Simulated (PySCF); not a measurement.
## A survey of $^{17}$O NMR shifts

No solvent model, single conformer, rapidly exchanging positions averaged, relativity neglected. Structure optimised with GFN2-xTB; σ from GIAO-PBE0/pcSseg-1; PySCF.

Shieldings were converted by a linear fit to measured shifts: $^{17}$O: δ = 266.70 − 0.911σ (rms 10.7 ppm, 155 shifts, 12.2 ppm with the 3 outliers that the fit left out vs liquid water, solution or neat liquid). A few per cent of atoms miss by over 2 rms, more outside the fitted compound classes.

Question: Give the $^{17}$O shifts of `N#C[C@@H]1CO[C@@H](F)O1`, `C=C[Si@@H](S)OC1CC1`, `C=CO[Si@@H](C)SC=C`, `C=[P@]1(C)CC=C(OC)C1`, `OC[C@@H]1C[C@]12C[C@H]2S[SiH3]`, `CCC[P@@]1(=O)C=C1CC`, `CO/C=P\C1CCCC1`, `C=C[C@@H]1CCC[P@]1(C)=O`, `O=CC(=O)N/C=C/F`, `CC[P@](C)(=O)O`.

Answer: 
```json
{"compound": "[N:1]#[C:2][C@@H:3]1[CH2:4][O:5][C@@H:6]([F:7])[O:8]1", "environment": "O8: ether oxygen", "δ (ppm)": "80.4"}
{"compound": "[N:1]#[C:2][C@@H:3]1[CH2:4][O:5][C@@H:6]([F:7])[O:8]1", "environment": "O5: ether oxygen", "δ (ppm)": "67.8"}
{"compound": "C=C[Si@@H](S)OC1CC1", "environment": "oxygen bonded to C, Si", "δ (ppm)": "7.1"}
{"compound": "C=CO[Si@@H](C)SC=C", "environment": "oxygen bonded to C, Si", "δ (ppm)": "69.2"}
{"compound": "C=[P@]1(C)CC=C(OC)C1", "environment": "ether oxygen", "δ (ppm)": "69.3"}
{"compound": "OC[C@@H]1C[C@]12C[C@H]2S[SiH3]", "environment": "alcohol oxygen", "δ (ppm)": "-2.1"}
{"compound": "CCC[P@@]1(=O)C=C1CC", "environment": "P=O oxygen", "δ (ppm)": "44.0"}
{"compound": "CO/C=P\\C1CCCC1", "environment": "ether oxygen", "δ (ppm)": "99.1"}
{"compound": "C=C[C@@H]1CCC[P@]1(C)=O", "environment": "P=O oxygen", "δ (ppm)": "65.1"}
{"compound": "[O:1]=[CH:2][C:3](=[O:4])[NH:5]/[CH:6]=[CH:7]/[F:8]", "environment": "O1: aldehyde oxygen", "δ (ppm)": "583.6"}
{"compound": "[O:1]=[CH:2][C:3](=[O:4])[NH:5]/[CH:6]=[CH:7]/[F:8]", "environment": "O4: amide-type carbonyl oxygen", "δ (ppm)": "334.9"}
{"compound": "[CH3:1][CH2:2][P@:3]([CH3:4])(=[O:5])[OH:6]", "environment": "O5: P=O oxygen", "δ (ppm)": "105.7"}
{"compound": "[CH3:1][CH2:2][P@:3]([CH3:4])(=[O:5])[OH:6]", "environment": "O6: oxygen bonded to P, H", "δ (ppm)": "58.5"}
```

In solution the two oxygens of a carboxylic acid give one averaged line by proton exchange, and hydrogen bonding shields acid and N–H amide carbonyl oxygens by tens of ppm; neither is in these numbers.
